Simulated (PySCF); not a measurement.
Species: C10H14.
SMILES with atom numbers: `[CH2:1]=[CH:2][CH2:3][C@@:4]1([CH:5]=[CH2:6])[CH2:7][C@H:8]2[CH2:9][C@@H:10]12` (hydrogens: H11, H12 on C1; H13 on C2; H14, H15 on C3; H16 on C5; H17, H18 on C6; H19, H20 on C7; H21 on C8; H22, H23 on C9; H24 on C10)

Computed by this run: PBE0-D3(BJ)/def2-SVP geometry optimisation, gas phase in PySCF; density fitting, grid level 1; the optimiser is geomeTRIC in internal coordinates, started from a GFN2-xTB structure.

Step 3: E = -10575.8655 eV
```
atom  x, y, z in Å  |  force x, y, z in eV/Å
C1      3.3266   -0.0701    0.2056   -0.110  -0.023   0.043
C2      2.0916   -0.5162    0.4462    0.051  -0.002  -0.184
C3      1.0289   -0.7443   -0.5840    0.040   0.104   0.219
C4     -0.2416    0.0640   -0.3001   -0.055   0.064   0.087
C5      0.0474    1.5417   -0.3784   -0.043   0.017  -0.010
C6     -0.6280    2.5326    0.2108    0.105  -0.187   0.041
C7     -1.5008   -0.3278   -1.1603    0.067   0.017   0.078
C8     -2.2703   -0.6265    0.1196    0.183  -0.043  -0.042
C9     -1.5812   -1.7033    0.8914   -0.017   0.129  -0.013
C10    -1.0409   -0.3096    0.9597   -0.068  -0.088  -0.180
H11     4.0481    0.0741    1.0128    0.022   0.013   0.025
H12     3.6614    0.1681   -0.8079    0.012  -0.004  -0.055
H13     1.7992   -0.7347    1.4786   -0.026  -0.022   0.085
H14     1.4027   -0.4930   -1.5888    0.036   0.037  -0.057
H15     0.7723   -1.8149   -0.6086   -0.037  -0.068   0.009
H16     0.9052    1.8075   -1.0039    0.016   0.028  -0.148
H17    -0.3507    3.5758    0.0472    0.029   0.029   0.008
H18    -1.4664    2.3428    0.8846   -0.095  -0.009  -0.010
H19    -1.8894    0.5266   -1.7261   -0.024   0.047  -0.025
H20    -1.3600   -1.1809   -1.8443   -0.009  -0.024  -0.013
H21    -3.3089   -0.3526    0.3047   -0.090   0.019   0.035
H22    -2.0995   -2.0326    1.7935   -0.024  -0.029   0.062
H23    -1.0363   -2.4998    0.3751    0.018  -0.037  -0.040
H24    -0.9829    0.2404    1.8996    0.016   0.033   0.086
```

Step 4: E = -10575.8764 eV
```
atom  x, y, z in Å  |  force x, y, z in eV/Å
C1      3.3038   -0.0395    0.2297   -0.153  -0.027   0.077
C2      2.0731   -0.5037    0.4590    0.095  -0.009  -0.358
C3      1.0252   -0.7467   -0.5873    0.070   0.153   0.410
C4     -0.2501    0.0601   -0.3168   -0.031   0.025  -0.057
C5      0.0313    1.5336   -0.4339   -0.262   0.000   0.194
C6     -0.5456    2.5060    0.2791    0.245  -0.113  -0.109
C7     -1.5013   -0.3504   -1.1836    0.142   0.014   0.173
C8     -2.2766   -0.6374    0.0956    0.351  -0.070  -0.086
C9     -1.5846   -1.6933    0.8950   -0.051   0.242   0.022
C10    -1.0551   -0.2939    0.9434   -0.156  -0.158  -0.309
H11     4.0172    0.1218    1.0402    0.021   0.000   0.055
H12     3.6432    0.2039   -0.7797    0.019   0.004  -0.102
H13     1.7711   -0.7297    1.4848   -0.043  -0.022   0.155
H14     1.4066   -0.4992   -1.5879    0.069   0.057  -0.106
H15     0.7769   -1.8176   -0.6070   -0.063  -0.124   0.008
H16     0.7626    1.8078   -1.1994    0.027   0.026  -0.149
H17    -0.3059    3.5534    0.0903    0.021   0.071   0.005
H18    -1.2527    2.2971    1.0823   -0.119  -0.010   0.014
H19    -1.8922    0.4943   -1.7607   -0.040   0.070  -0.047
H20    -1.3429   -1.2086   -1.8556   -0.035  -0.047  -0.033
H21    -3.3176   -0.3700    0.2632   -0.155   0.033   0.072
H22    -2.1174   -2.0001    1.7952   -0.020  -0.069   0.102
H23    -1.0240   -2.4974    0.4113    0.023  -0.066  -0.086
H24    -1.0188    0.2767    1.8697    0.044   0.023   0.156
```

Step 5: E = -10575.8883 eV
```
atom  x, y, z in Å  |  force x, y, z in eV/Å
C1      3.2880   -0.0159    0.2440   -0.071  -0.020   0.139
C2      2.0625   -0.4925    0.4687   -0.006  -0.027  -0.290
C3      1.0206   -0.7418   -0.5791    0.058   0.099   0.264
C4     -0.2614    0.0582   -0.3198   -0.028  -0.012  -0.080
C5      0.0094    1.5289   -0.4588   -0.166  -0.008   0.119
C6     -0.4752    2.5108    0.3051    0.156  -0.059  -0.110
C7     -1.5053   -0.3603   -1.1915    0.120  -0.004   0.127
C8     -2.2813   -0.6542    0.0846    0.212  -0.032  -0.057
C9     -1.5858   -1.7037    0.8875   -0.045   0.150   0.045
C10    -1.0665   -0.3016    0.9363   -0.145  -0.032  -0.196
H11     3.9844    0.1447    1.0702    0.063   0.022  -0.011
H12     3.6373    0.2343   -0.7621   -0.007  -0.008  -0.036
H13     1.7580   -0.7225    1.4951   -0.008  -0.004   0.086
H14     1.4084   -0.4923   -1.5786    0.041   0.023  -0.064
H15     0.7751   -1.8152   -0.5983   -0.038  -0.067  -0.001
H16     0.6500    1.7958   -1.3068    0.016   0.005  -0.072
H17    -0.2368    3.5518    0.0784   -0.008   0.055   0.035
H18    -1.1078    2.3224    1.1741   -0.057  -0.010   0.017
H19    -1.9018    0.4836   -1.7685   -0.026   0.032  -0.027
H20    -1.3407   -1.2173   -1.8645   -0.031  -0.025  -0.028
H21    -3.3268   -0.3946    0.2510   -0.081   0.020   0.050
H22    -2.1198   -2.0123    1.7884    0.007  -0.057   0.050
H23    -1.0195   -2.5066    0.4059    0.008  -0.036  -0.062
H24    -1.0387    0.2674    1.8658    0.037  -0.005   0.101
```

**Question.** Estimate the geometry and energy of step 6. (The exact step hangs on the optimiser's Hessian estimate; all steps are aligned on step 5, rigid shifts and turns removed.)

**Answer.** E = -10575.8950 eV, largest force 0.205 eV/Å
```
atom  x, y, z in Å  |  force x, y, z in eV/Å
C1      3.2759    0.0074    0.2733    0.050   0.022  -0.134
C2      2.0518   -0.4757    0.4833   -0.066  -0.029   0.192
C3      1.0150   -0.7345   -0.5603    0.059   0.015  -0.091
C4     -0.2773    0.0587   -0.3260    0.033  -0.060  -0.044
C5     -0.0208    1.5248   -0.4926    0.012   0.071  -0.069
C6     -0.3896    2.5110    0.3239   -0.043   0.039   0.073
C7     -1.5103   -0.3713   -1.2012    0.015  -0.017  -0.006
C8     -2.2894   -0.6672    0.0710   -0.058   0.014   0.005
C9     -1.5876   -1.7106    0.8722   -0.039  -0.061   0.093
C10    -1.0842   -0.3046    0.9247   -0.048   0.110   0.019
H11     3.9843    0.1809    1.0885   -0.060  -0.021   0.013
H12     3.6211    0.2492   -0.7382    0.007   0.002   0.009
H13     1.7418   -0.6994    1.5138    0.015   0.006  -0.027
H14     1.4146   -0.4916   -1.5610   -0.024  -0.027   0.018
H15     0.7673   -1.8111   -0.5728    0.025   0.040  -0.005
H16     0.5064    1.7828   -1.4224    0.002  -0.017   0.047
H17    -0.1747    3.5567    0.0874    0.017  -0.033  -0.022
H18    -0.9258    2.3224    1.2581    0.016  -0.002  -0.007
H19    -1.9138    0.4705   -1.7812    0.013  -0.024   0.005
H20    -1.3451   -1.2299   -1.8743   -0.011   0.016  -0.001
H21    -3.3406   -0.4161    0.2408    0.052  -0.004  -0.013
H22    -2.1138   -2.0321    1.7763    0.030  -0.017  -0.036
H23    -1.0184   -2.5086    0.3802   -0.014   0.028   0.002
H24    -1.0605    0.2557    1.8637    0.016  -0.050  -0.021
```

The energy changes by -0.0067 eV. The first-order estimate −F·Δx gives -0.0194 eV and the mean of the old and new forces, exact on a quadratic surface, -0.0062 eV. The step makes an angle of 85° with the force vector and moves no atom by more than 0.200 Å.

The cost below is that of the whole optimisation. On Arm Neoverse V1, one thread, no GPU, on a shared host, this took 5.1 min of wall time.
